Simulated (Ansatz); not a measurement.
`CC1(C)CCC(=O)CC1=O`. Charge 0, multiplicity 1. The structure was optimised at the PBE0-D4/def2-TZVP level.

```xyz
22

C    -0.307    0.329    2.189
C     0.058   -0.064    0.764
C     1.230   -1.054    0.786
C     0.402    1.177   -0.062
C     0.718    0.867   -1.519
C    -0.244   -0.119   -2.140
O    -0.057   -0.611   -3.223
C    -1.454   -0.456   -1.305
C    -1.114   -0.811    0.130
O    -1.733   -1.656    0.721
H    -1.123    1.057    2.203
H    -0.625   -0.545    2.758
H     0.556    0.778    2.687
H     2.117   -0.566    1.199
H     1.483   -1.428   -0.209
H     0.981   -1.913    1.410
H    -0.437    1.880   -0.005
H     1.251    1.687    0.401
H     0.690    1.776   -2.129
H     1.724    0.459   -1.645
H    -2.048   -1.243   -1.764
H    -2.067    0.456   -1.247
```

Question: What is the dipole moment at B3LYP/def2-TZVPP? (Estimate.)

Answer: The calculation gave: 3.78 D, with components (1.29, 3.16, 1.63) D in this frame, pointing from negative to positive charge.

Question: And with PBE, r2SCAN, ωB97M-V? (Estimate.)

Answer: Ansatz gave: PBE 3.60 D, r2SCAN 3.74 D, ωB97M-V 3.77 D.

Question: Give the Mulliken charges with B3LYP, r2SCAN, PBE in def2-TZVPP. (Best estimate.)

Answer: The calculation gave: 
```csv
atom,B3LYP,r2SCAN,PBE
C1,-0.29,-0.22,-0.28
C2,0.26,0.41,0.28
C3,-0.32,-0.25,-0.31
C4,-0.20,-0.17,-0.18
C5,-0.11,-0.03,-0.08
C6,0.09,0.09,0.01
O7,-0.26,-0.30,-0.22
C8,-0.06,0.04,0.00
C9,0.07,0.02,-0.01
O10,-0.27,-0.30,-0.22
H11,0.08,0.05,0.08
H12,0.11,0.07,0.10
H13,0.08,0.05,0.08
H14,0.08,0.05,0.08
H15,0.09,0.07,0.09
H16,0.11,0.08,0.10
H17,0.08,0.05,0.07
H18,0.07,0.03,0.06
H19,0.09,0.06,0.09
H20,0.10,0.06,0.09
H21,0.10,0.07,0.08
H22,0.09,0.07,0.09
```

B3LYP here is the variant with VWN-RPA as its local correlation; programs differ in this.
